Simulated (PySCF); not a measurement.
Si(Cl)(Me)(OH)(NH2) (CH6ClNOSi), SMILES C[Si](N)(O)Cl. Geometry optimised at PBE0-D3(BJ)/def2-SVP. This is a generated structure with no PubChem entry under its InChIKey; it may be hypothetical. Other conformers were not sampled.

Computed equilibrium geometry at PBE0-D3(BJ)/def2-SVP (PySCF confirms it by a frequency run) as a Z-matrix (one conformer of several):
```
Si
O 1 1.6586
H 2 0.9622 1 114.00
N 1 1.7185 2 108.75 3 -36.68
H 4 1.0145 1 118.64 2 160.18
H 4 1.0151 5 110.23 1 -142.49
C 1 1.8562 2 114.33 3 85.90
H 7 1.1001 1 109.84 2 54.56
H 7 1.1009 8 107.75 1 -121.14
H 7 1.1010 8 108.41 9 -117.23
Cl 1 2.0786 2 103.27 3 -157.79
```
Charge 0, spin multiplicity 1.
